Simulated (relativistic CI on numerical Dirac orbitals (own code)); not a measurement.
# What each ingredient does to the levels of Ta XVII

Base calculation: Dirac-Coulomb-Breit CI, KLI orbitals optimised for each configuration, a model potential for QED, unscaled Slater integrals.

CI space (outside the closed core [Ar] 3d10): 4s²4p⁶4d¹⁰4f¹¹, 4s²4p⁶4d¹⁰4f⁹5s², 4s²4p⁶4d¹⁰4f¹⁰5p, 4s²4p⁶4d¹⁰4f¹⁰5d, 4s²4p⁶4d⁹4f¹², 4s²4p⁶4d¹⁰4f¹⁰6s, 4s²4p⁶4d¹⁰4f¹⁰6p, 4s4p⁶4d¹⁰4f¹², 4s²4p⁴4d¹⁰4f¹³, 4s²4p⁵4d⁹4f¹³, 4p⁶4d¹⁰4f¹³, 4s4p⁵4d¹⁰4f¹³. Levels of other configurations are missing.

Variants: (1) P86 correlation estimate; (2) QED terms removed; (3) Breit term removed. Shifts of the energy above 4s²4p⁶4d¹⁰4f¹¹ ⁴I°15/2, in cm⁻¹, for the lowest level and the first level of each name with at least 55 % of one term (blank where a level changes its place among those of its configuration and J or its character, or is not in the variant):

| Level | Base | Δ(1) | Δ(2) | Δ(3) |
| --- | --- | --- | --- | --- |
| 4s²4p⁶4d¹⁰4f¹¹ ⁴I°15/2 | 0.0 | 0.0 | 0.0 | 0.0 |
| 4s²4p⁶4d¹⁰4f⁹5s² ⁶H°15/2 | 6714.0 | +12694.8 | -2981.2 | -10424.7 |
| 4s²4p⁶4d¹⁰4f¹¹ ⁴I°13/2 | 13880.4 | +35.4 | +1629.6 | -891.9 |
| 4s²4p⁶4d¹⁰4f⁹5s² ⁶H°13/2 | 17268.4 | +12677.2 | -4733.5 | -8693.3 |
| 4s²4p⁶4d¹⁰4f¹¹ ⁴I°11/2 | 20732.0 | -306.4 | +475.0 | -1772.6 |
| 4s²4p⁶4d¹⁰4f⁹5s² ⁶H°11/2 | 21898.8 | +12140.4 | -3712.4 | -8214.1 |
| 4s²4p⁶4d¹⁰4f⁹5s² ⁶F°11/2 | 25796.9 | +13027.9 | -3565.5 | -8299.9 |
| 4s²4p⁶4d¹⁰4f⁹5s² ⁶H°9/2 | 27990.9 |  | -3762.6 | -8008.0 |
| 4s²4p⁶4d¹⁰4f⁹5s² ⁶H°7/2 | 31225.9 | +12979.8 | -3763.2 | -8065.1 |
| 4s²4p⁶4d¹⁰4f⁹5s² ⁶F°7/2 | 33154.7 | +13853.5 | -3638.2 | -8170.1 |
| 4s²4p⁶4d¹⁰4f⁹5s² ⁶H°5/2 | 34219.7 | +12897.7 | -3795.7 | -8062.0 |
| 4s²4p⁶4d¹⁰4f⁹5s² ⁶F°5/2 | 37418.8 | +13369.5 | -3713.6 | -8185.9 |
| 4s²4p⁶4d¹⁰4f⁹5s² ⁶F°3/2 | 38710.9 | +12834.4 | -4628.2 | -9495.3 |
| 4s²4p⁶4d¹⁰4f⁹5s² ⁶F°1/2 | 40557.1 | +12965.1 | -3786.5 | -8412.3 |

At this charge transitions that keep the count of f electrons are usually good to a few per cent. Terms inside the open d or f shell come out 10 to 20 % too wide with unscaled integrals. Levels that differ in their count of f electrons can be misplaced by several ten thousand cm⁻¹, since the correlation energy of f electrons is missing or only estimated; rates across such gaps can be off by orders of magnitude.

Ionisation energy from one configuration of each of the two ions, the ground ones as tabulated or assumed: base 375.601 eV; P86 correlation estimate 377.432 eV; Breit term removed 375.526 eV. The NIST ASD value (theoretical) is 396 ± 20 eV. The gap of more than 2 % comes from missing correlation, or from a tabulated value that is itself an estimate.

LS names give the leading component of a level, which can be under half, so a name can repeat, a term be missing and a line seem to break the LS rules.
